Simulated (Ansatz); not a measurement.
Isolated molecules relaxed with PBE0-D4/def2-TZVP in Ansatz; ΔE leaves out vibrations. CCSD(T)/CBS adds triple-zeta CCSD(T) − MP2 to the extrapolated MP2 energy (def2 sets, frozen cores). This one scheme is used for every species. Functionals use def2-TZVPP. HSE06 is defined as in plane-wave codes. Elements past krypton have def2 core potentials. For Sb outer-core shells are correlated without core-valence functions, which leaves a few kJ/mol of doubt a bond. One conformer a species, not always the lowest.

Reaction (cleavage of the Sb–B bond): `N[BH][SbH2]` + `CNC` → `C[N](C)[SbH2]` + `BN`

```json
{"level": "PBE-D4", "ΔE (kcal/mol)": "9.8", "difference from CCSD(T)/CBS": "1.4"}
{"level": "BLYP-D4", "ΔE (kcal/mol)": "6.4", "difference from CCSD(T)/CBS": "-2.0"}
{"level": "B97M-V", "ΔE (kcal/mol)": "7.7", "difference from CCSD(T)/CBS": "-0.7"}
{"level": "PBE-QIDH", "ΔE (kcal/mol)": "10.8", "difference from CCSD(T)/CBS": "2.4"}
{"level": "PBE0", "ΔE (kcal/mol)": "12.0", "difference from CCSD(T)/CBS": "3.6"}
{"level": "HSE06", "ΔE (kcal/mol)": "12.0", "difference from CCSD(T)/CBS": "3.6"}
{"level": "BHLYP", "ΔE (kcal/mol)": "10.3", "difference from CCSD(T)/CBS": "1.9"}
{"level": "CCSD/def2-SVP", "ΔE (kcal/mol)": "11.6", "difference from CCSD(T)/CBS": "3.2"}
{"level": "CCSD(T)/def2-SVP", "ΔE (kcal/mol)": "11.1", "difference from CCSD(T)/CBS": "2.7"}
{"level": "HF/def2-TZVPP", "ΔE (kcal/mol)": "11.0", "difference from CCSD(T)/CBS": "2.6"}
{"level": "CCSD(T)/CBS", "ΔE (kcal/mol)": "8.4", "difference from CCSD(T)/CBS": "0"}
```

Problem. What do rigid-rotor, harmonic-oscillator terms from PBE0-D4/def2-TZVP frequencies (298.15 K, 1 bar) make of the CCSD(T)/CBS value? (Estimate.)

Solution. The calculation gave: ΔZPE = -2.0 kcal/mol, ΔH = +6.6 kcal/mol, ΔS = -12 J/(mol·K), ΔG = +7.4 kcal/mol.

Largest T1 diagnostic among the species: 0.014.

At CCSD(T), def2-SVP lies +2.7 kcal/mol from the extrapolated value and def2-TZVPP +0.4 kcal/mol. Leaving LDA and LC-ωPBE aside and taking each functional with its dispersion term where it has one, the values, not all of them listed here, spread over 4.7 kcal/mol, from BLYP-D4 to HSE06-D4.
